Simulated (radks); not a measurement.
The numbers below are computed, except where a source is named.
Initial-state core-level shifts of the bismuth ion Bi+ when its valence configuration changes from [Hg] 6p2. Code: a radial shooting solver on a logarithmic mesh with Libxc functionals. Model: scalar-relativistic Kohn-Sham, r2SCAN, spin-unpolarised, spherical densities, finite nucleus; meta-GGA in the generalised Kohn-Sham scheme; Fermi nuclear charge, rms radius 5.5211 fm. Shifts are changes of the shell-averaged eigenvalues in eV (positive: less bound); the change of the density at the nucleus, which sets a Mossbauer isomer shift, is in e/bohr^3, on a base of 3.212e+06.

| valence | 1s | 2s | 3p | 4p | density at nucleus |
|---|---|---|---|---|---|
| [Xe] 4f12 5d10 6s2 6p4 | -44.268 | -47.623 | -51.766 | -42.909 | +656.3 |
| [Xe] 4f14 5d10 6p4 | -3.672 | -3.585 | -3.612 | -3.614 | -675.1 |
| [Xe] 4f13 5d9 6s2 6p4 | -28.600 | -30.435 | -32.363 | -27.982 | +416.6 |
| [Xe] 4f12 5d10 6s1 6p5 | -46.003 | -49.318 | -53.475 | -44.613 | +252.4 |
| [Xe] 4f14 5d10 6s1 6p3 | -1.873 | -1.829 | -1.842 | -1.843 | -330.6 |
| [Xe] 4f13 5d10 6s1 6p4 | -23.559 | -25.145 | -27.210 | -22.993 | -46.0 |
| [Xe] 4f13.5 5d10 6s2 6p2.5 | -10.787 | -11.588 | -12.608 | -10.553 | +158.4 |
| [Xe] 4f12 5d10 6s1.5 6p4.5 | -45.142 | -48.477 | -52.627 | -43.767 | +456.0 |
| [Xe] 4f14 5d8 6s2 6p4 | -13.318 | -13.704 | -13.485 | -13.211 | +182.1 |
